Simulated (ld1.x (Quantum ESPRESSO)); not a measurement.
**P (Z = 15): one change to a TM potential, before and after**

P (Z = 15), norm-conserving Troullier–Martins (Kleinman–Bylander form), made with ld1.x (Quantum ESPRESSO) 7.5 (PBEsol, scalar-relativistic). Core [Ne], reference 3s1.75 3p3.25. Waves: 3p (bound): rc 1.35 bohr; 3s (bound): rc 1.25 bohr. Local part: the s channel. Core correction: Bessel-smoothed model core inside 0.70 bohr.

Change: all radii but the core radius scaled by about 1.31 (s 1.64, p 1.76 bohr).

Cutoffs: the cutoffs (Ry, on a coarse ladder) from which the occupation-weighted sum of valence levels, in a spherical-Bessel basis at the reference potential, stays within 10 and 1 mRy of its value at 400 Ry; they do not see the model core or the augmentation charge, which bear on the density cutoff. Errors are all-electron minus pseudo energies relative to the spin-unpolarised reference configuration.

Question: Predict the effect on cutoff, ghosts and configuration errors.

Answer: The potential gets softer (55 Ry and 110 Ry → 21 Ry and 45 Ry); of the 7 tests that both files solve, the error grows in 2 and shrinks in 1 by more than 15 % and 0.3 meV (median size 0.6 → 1.0 meV); neither file shows a bound ghost. A larger radius leaves more room for a smooth pseudo-wave, so fewer plane waves are needed.

```csv
quantity,base,changed
"cutoff, loose",55 Ry,21 Ry
"cutoff, tight",110 Ry,45 Ry
loose cutoff by channel (10 mRy a level),"p 35 Ry, s 40 Ry","p 8 Ry, s 18 Ry"
bound ghosts,none,none
"error for 3s2 3p3, meV [ΔE -2.11 eV]",+0.1,0.0
"error for 3s2 3p2, meV [ΔE 7.58 eV]",+3.0,+2.5
"error for 3s2 3p1, meV [ΔE 26.70 eV]",+22,+22
"error for 3s2 3p2.5, meV [ΔE 1.65 eV]",+0.3,+0.1
"error for 3s1 3p4, meV [ΔE 6.40 eV]",+0.1,-1.0
"error for 3s2 3p3.3, meV [ΔE -3.41 eV]",+0.6,+0.4
"error for 3s2 3p0, meV [ΔE 56.40 eV]",+63,+73
```
